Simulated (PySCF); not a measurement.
A PySCF script (with the pyscf-properties extension) for the NMR shieldings of `C[SiH2][SiH2]O[SiH2]CCl`, C₂H₁₁ClOSi₃, on a GFN2-xTB geometry:

```python
import basis_set_exchange as bse
import numpy as np
from pyscf import gto, dft
from pyscf.prop import nmr

atoms = """
C    -3.217078   -1.201557   -0.320107
Si   -1.841219    0.105498   -0.198575
Si   -0.268175   -0.605668    1.332217
O     0.894569    0.553348    1.432419
Si    2.105950    1.426330    0.845041
C     3.055308    0.385061   -0.447394
Cl    1.947611   -0.074481   -1.766427
H    -3.669859   -1.393609    0.648617
H    -4.006658   -0.880677   -0.992092
H    -2.834244   -2.146889   -0.694178
H    -1.328782    0.329095   -1.560899
H    -2.483069    1.379481    0.185779
H     0.441711   -1.852748    1.011166
H    -0.669352   -0.701172    2.741835
H     1.543127    2.602288    0.190364
H     3.001623    1.700035    1.964492
H     3.442452   -0.544924   -0.036198
H     3.877327    0.926907   -0.907672
"""
names = dict.fromkeys(["C", "Si", "O", "Cl", "H"], "pcSseg-1")
basis = {el: gto.basis.parse(bse.get_basis(n, elements=[el], fmt="nwchem")) for el, n in names.items()}
mol = gto.M(atom=atoms, basis=basis, charge=0, verbose=0)
mf = dft.RKS(mol, xc="PBE0")
mf.grids.level = 2
mf.grids.alignment = dft.numint.BLKSIZE   # the property module wants whole blocks of grid points
mf.conv_tol = 1e-9
mf.kernel()

calc = nmr.RKS(mf)   # GIAO
C = mf.mo_coeff
Co = C[:, mf.mo_occ > 0]
resp = mf.gen_response(singlet=True, hermi=2)
def vind(x):   # induced exchange potential for any number of trial vectors
    d = np.einsum("pi,xij,qj->xpq", C, 2 * x.reshape(-1, C.shape[1], Co.shape[1]), Co, optimize=True)
    return np.einsum("xpq,pi,qj->xij", resp(d - d.transpose(0, 2, 1)), C, Co, optimize=True).ravel()
mo1, _ = nmr.rhf.solve_mo1(calc, with_cphf=vind)
sigma = calc.kernel(mo1)
for i, s in enumerate(sigma):   # ppm
    print("%2d %-2s %9.2f" % (i, mol.atom_pure_symbol(i), np.trace(s) / 3))
```

**Question.** What does it print?

**Answer.** 
```
 0 C     198.84
 1 Si    430.78
 2 Si    371.73
 3 O     334.83
 4 Si    378.20
 5 C     152.46
 6 Cl    935.35
 7 H      31.90
 8 H      31.43
 9 H      31.83
10 H      27.35
11 H      27.55
12 H      26.07
13 H      26.09
14 H      26.83
15 H      26.66
16 H      28.53
17 H      28.98
```

These numbers come from an equivalent density-fitted implementation of the same equations, which agrees with the script to about 0.01 ppm for H and up to a few tenths of a ppm for heavy atoms, so last digits may differ.

Size and cost of the density-fitted run: 202 basis functions, 64 s wall time on 1 thread of an x86-64 server CPU, shared host.
